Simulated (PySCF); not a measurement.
**Electron correlation in Rh (rhodium, neutral)**

[Kr] 4d8 5p1, one real determinant (an excited configuration). Computed with PySCF 2.14 in ANO-RCC-VTZP (7s6p4d2f1g, 68 functions), with scalar relativity by spin-free X2C-1e. Frozen: [Ar] 3d10; 17 electrons correlated.

MP2 pair energies summed by pair of shells (mhartree):

```
 pair   energy  share (%)
4d-4d  -218.49       40.4
4p-4d  -178.37       33.0
4p-4p   -57.51       10.6
4s-4d   -29.00        5.4
4s-4p   -27.82        5.1
4d-5p   -21.48        4.0
4s-4s    -4.32        0.8
4p-5p    -3.15        0.6
4s-5p    -0.25        0.0
```

Total MP2 correlation energy: -540.38 mhartree.

Same-spin part -178.58 and opposite-spin part -361.81 mhartree; SCS-MP2 scales them by 1/3 and 6/5 to -493.69 mhartree.

The basis was made for the ground configuration and has no added diffuse functions, which can raise the energy of the promoted electron.

The reference is one real determinant that mixes LS terms of this configuration.
